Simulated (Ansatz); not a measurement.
`[OH][Al]1[CH2][CH2]1`, 9 atoms. The species carries charge 0 and has multiplicity 1. All runs use 2 threads of an AMD EPYC 9R45 on a shared host. Correlated methods freeze the cores.

Problem. Give the basis size and wall time and peak host memory of each of these runs in Ansatz. RKS PBE0-D4/def2-QZVPP energy; RKS HSE06 (plane-wave form)-D4/def2-TZVPP energy; RKS PBE-D4/def2-TZVPP energy and forces; RKS PBE0-D4/def2-TZVP relaxation (8 steps); RKS ωB97M-V/def2-QZVPP energy; RKS PBE0-D4/def2-TZVP frequencies; RKS ωB97M-V/def2-SVP energy; RKS PBE0-D4/def2-SVP energy; RKS SPW92 (LDA)/def2-TZVPP energy; RHF-CCSD(T)/def2-TZVPP energy; direct RPA on PBE orbitals/def2-TZVPP energy; RHF-MP2/def2-QZVPP energy. (Best estimate.)

Solution. The calculation gave: Other jobs shared the machine, so times are rough.

```json
{"level": "RKS PBE0-D4/def2-SVP", "job": "energy", "functions": "85", "wall time": "0.5 s", "peak host memory (GiB)": "0.38"}
{"level": "RKS SPW92 (LDA)/def2-TZVPP", "job": "energy", "functions": "205", "wall time": "0.65 s", "peak host memory (GiB)": "0.22"}
{"level": "RKS PBE-D4/def2-TZVPP", "job": "energy and forces", "functions": "205", "wall time": "1.2 s", "peak host memory (GiB)": "0.23"}
{"level": "RKS HSE06 (plane-wave form)-D4/def2-TZVPP", "job": "energy", "functions": "205", "wall time": "1.4 s", "peak host memory (GiB)": "0.4"}
{"level": "RKS ωB97M-V/def2-SVP", "job": "energy", "functions": "85", "wall time": "1.8 s", "peak host memory (GiB)": "0.38"}
{"level": "direct RPA on PBE orbitals/def2-TZVPP", "job": "energy", "functions": "205", "wall time": "2.8 s", "peak host memory (GiB)": "0.44"}
{"level": "RKS PBE0-D4/def2-QZVPP", "job": "energy", "functions": "391", "wall time": "3.1 s", "peak host memory (GiB)": "1"}
{"level": "RHF-MP2/def2-QZVPP", "job": "energy", "functions": "391", "wall time": "8 s", "peak host memory (GiB)": "1.8"}
{"level": "RKS ωB97M-V/def2-QZVPP", "job": "energy", "functions": "391", "wall time": "8 s", "peak host memory (GiB)": "1.2"}
{"level": "RKS PBE0-D4/def2-TZVP", "job": "relaxation (8 steps)", "functions": "160", "wall time": "12 s", "peak host memory (GiB)": "0.33"}
{"level": "RHF-CCSD(T)/def2-TZVPP", "job": "energy", "functions": "205", "wall time": "21 s", "peak host memory (GiB)": "2.6"}
{"level": "RKS PBE0-D4/def2-TZVP", "job": "frequencies", "functions": "160", "wall time": "52 s", "peak host memory (GiB)": "0.38"}
```
